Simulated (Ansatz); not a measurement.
Mo2(NH2)6 (Mo2N6H12). The state is a triplet with charge 0. Geometry PBE-D4/def2-SVP, that of the neutral singlet; atoms count from 1.

```xyz
20

Mo   -0.8875    0.0407   -0.6545
N    -1.6112    1.8096   -0.2098
N    -1.9111   -1.5041   -0.0089
N    -0.0658   -0.1412   -2.4271
Mo    0.8875   -0.0407    0.6544
N     0.4007    1.2586    2.0421
N     2.3052    0.5051   -0.5876
N     0.8822   -1.9280    1.1914
H    -2.4788    2.1694   -0.6254
H    -1.1684    2.5392    0.3595
H    -2.8041   -1.7870   -0.4300
H    -1.7206   -2.0751    0.8218
H    -0.6161   -0.1117   -3.2938
H     0.9102   -0.3735   -2.6414
H    -0.5091    1.7124    2.1794
H     1.0313    1.4990    2.8162
H     2.1934    0.8776   -1.5369
H     3.2932    0.5471   -0.3101
H     0.2952   -2.6814    0.8168
H     1.5738   -2.3160    1.8441
```

In the def2 sets Mo takes a core potential; there is no spin–orbit coupling. At PBE0-D4/def2-TZVP a singlet of charge 0 lies 2.89 eV below the triplet at the same geometry.

(1) Estimate the Mulliken populations from the PBE0/def2-TZVP orbitals of Ansatz.

(2) Where does the spin sit?

(3) And the Mayer bond orders between heavy atoms (over 0.3)?

Answers

(1) 
```tsv
atom	charge (e)	spin (α − β)	d electrons
Mo1	1.15	1.02	4.17
N2	-0.86	-0.03	–
N3	-0.86	-0.06	–
N4	-0.85	0.01	–
Mo5	1.15	1.02	4.17
N6	-0.85	0.01	–
N7	-0.86	-0.03	–
N8	-0.86	-0.06	–
H9	0.24	0.01	–
H10	0.24	0.01	–
H11	0.24	0.01	–
H12	0.24	0.02	–
H13	0.23	0.00	–
H14	0.24	0.00	–
H15	0.24	0.00	–
H16	0.23	0.00	–
H17	0.24	0.01	–
H18	0.24	0.01	–
H19	0.24	0.02	–
H20	0.24	0.01	–
```
Mulliken values depend strongly on the basis.

(2) Summed by element: Mo 2.04, N -0.15, H 0.11, of 2 unpaired in all. Largest on single atoms: Mo5 1.02, Mo1 1.02, N3 -0.06.

(3) Mo1–N2 0.99 (1.96 Å); Mo1–N3 1.00 (1.96 Å); Mo1–N4 0.97 (1.96 Å); Mo1–Mo5 1.94 (2.21 Å); Mo5–N6 0.97 (1.96 Å); Mo5–N7 0.99 (1.96 Å); Mo5–N8 1.00 (1.96 Å).
